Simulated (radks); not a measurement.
Kr24+, 12 electrons, occupied as [Ne] 3s2.

All-electron calculation, scalar-relativistic Kohn-Sham, r2SCAN, spin-polarised, spherical densities, finite nucleus; meta-GGA in the generalised Kohn-Sham scheme; Fermi nuclear charge, rms radius 4.1884 fm. Program: a radial shooting solver on a logarithmic mesh with Libxc functionals.

Energy parts (hartree):
total: -2413.57222
kinetic: 2477.33169
electron-nucleus: -5233.00923
Hartree: 404.56466
exchange-correlation: -62.45935

Orbitals (lengths in bohr, moments of r in powers of bohr; r(90%) holds 90 % of the orbital's charge):
| orbital | occ. | eigenvalue (hartree) | r(90%) | <r^4> | <r> |
|---|---|---|---|---|---|
| 1s | 2 | -563.2361 | 0.0742 | 0.00001385 | 0.04147 |
| 2s | 2 | -108.5990 | 0.277 | 0.002475 | 0.1802 |
| 2p | 6 | -100.9133 | 0.255 | 0.001759 | 0.1570 |
| 3s | 2 | -41.63489 | 0.647 | 0.07476 | 0.4470 |
| 3p | 0 | -39.15310 | 0.642 | 0.07122 | 0.4349 |
| 4s | 0 | -21.09096 | 1.17 | 0.8188 | 0.8249 |

The highest occupied level is 3s at -1132.9 eV. The electron density at the nucleus is 5.057e+04 e/bohr^3 (large components only). For comparison, the ionisation energy in NIST's Atomic Spectra Database is 1155 eV (semi-empirical). In exact Kohn-Sham theory the highest level is minus the ionisation energy, but local and semilocal functionals leave it too shallow, through self-interaction and a potential that decays too fast; potentials with the right tail come closer. The density falls to 0.001 e/bohr^3 at r = 1.09 bohr. Summed over all electrons, <r^2> = 0.7144 bohr^2, which gives a Langevin (diamagnetic) susceptibility term of -0.566 x 10^-6 cm^3/mol.
